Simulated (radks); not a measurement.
Q: Radial electron density D(r) = 4 pi r^2 rho(r) of an atom or ion with 15 electrons. Method: scalar-relativistic Kohn-Sham, Slater X-alpha with alpha = 0.904, spin-polarised, spherical densities, finite nucleus; Fermi nuclear charge, rms radius of each element as measured or else 0.836 A^(1/3) + 0.57 fm; computed with a radial shooting solver on a logarithmic mesh with Libxc functionals.

```
   r/bohr * D(r) (the largest magnitude, 52, reaches the edge; | marks zero)
 0.002422 |  *
 0.002709 |  *
  0.00303 |   *
 0.003362 |    *
 0.003761 |    *
 0.004207 |      *
 0.004705 |       *
 0.005263 |        *
 0.005886 |          *
 0.006531 |            *
 0.007306 |              *
 0.008171 |                 *
  0.00914 |                    *
  0.01022 |                       *
  0.01134 |                          *
  0.01269 |                             *
  0.01419 |                                 *
  0.01587 |                                    *
  0.01775 |                                       *
   0.0197 |                                          *
  0.02204 |                                            *
  0.02465 |                                              *
  0.02757 |                                               *
  0.03083 |                                              *
  0.03421 |                                              *
  0.03827 |                                            *
   0.0428 |                                          *
  0.04788 |                                        *
  0.05355 |                                       *
   0.0599 |                                      *
  0.06646 |                                      *
  0.07434 |                                        *
  0.08315 |                                           *
    0.093 |                                               *
    0.104 |                                                   *
   0.1154 |                                                     *
   0.1291 |                                                      *
   0.1444 |                                                    *
   0.1615 |                                               *
   0.1807 |                                        *
   0.2005 |                                *
   0.2242 |                         *
   0.2508 |                   *
   0.2805 |               *
   0.3138 |              *
   0.3482 |               *
   0.3894 |               *
   0.4356 |               *
   0.4872 |            *
   0.5449 |         *
   0.6095 |      *
   0.6763 |   *
   0.7564 | *
   0.8461 |*
   0.9464 *
    1.059 *
    1.175 *
    1.314 *
    1.469 *
```

What is the nuclear charge?

A: Z = 36. The innermost maximum, from 1s, lies near gamma/Z bohr with gamma = sqrt(1 - (Z/c)^2) = 0.965, here 0.0268 bohr (found: 0.0289), and its height grows with Z. The density is that of the krypton ion Kr21+ in [Ne] 3s2 3p3; the configuration itself is not fixed sharply by these data, and Z only to about a unit. D(r) has 3 maxima, at r = 0.0289, 0.125, 0.389 bohr, and minima at 0.0604, 0.316 bohr, inside which lie 2.08, 10.55 electrons.
